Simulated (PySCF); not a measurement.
## Correlation energy of Zr³²⁺ (zirconium, charge +32)

Starting occupation: [He] 2s2 2p4, 2p1/2 with m_j = -1/2, +1/2, 2p3/2 with m_j = +1/2, +3/2. All numbers are calculated (PySCF 2.14, X2C-1e with screened-nucleus spin-orbit coupling, Gaussian nucleus, in an even-tempered Gaussian basis (17 s from 12 bohr⁻², ratio 2.4; 12 p from 16 bohr⁻², ratio 2.4; 5 d from 60 bohr⁻², ratio 2.6; 4 f from 90 bohr⁻², ratio 2.6)). Frozen: nothing; 8 electrons correlated; the 32 highest virtual spinors left out.

MP2 pair energies summed by pair of shells (mhartree):

```csv
pair,energy,share (%)
2p1/2-2p3/2,-51.52,18.5
2p3/2-2s1/2,-51.19,18.4
1s1/2-1s1/2,-42.36,15.2
2p1/2-2s1/2,-39.48,14.2
2p1/2-2p1/2,-22.38,8.1
1s1/2-2p1/2,-16.70,6.0
1s1/2-2p3/2,-16.19,5.8
2p3/2-2p3/2,-13.74,4.9
2s1/2-2s1/2,-12.90,4.6
1s1/2-2s1/2,-11.34,4.1
```

Total MP2 correlation energy: -277.77 mhartree.

At this charge the one-electron X2C treatment keeps the bare 1/r₁₂, with no two-electron picture change or Breit term. That inflates the 1s pair energies well beyond their four-component values.
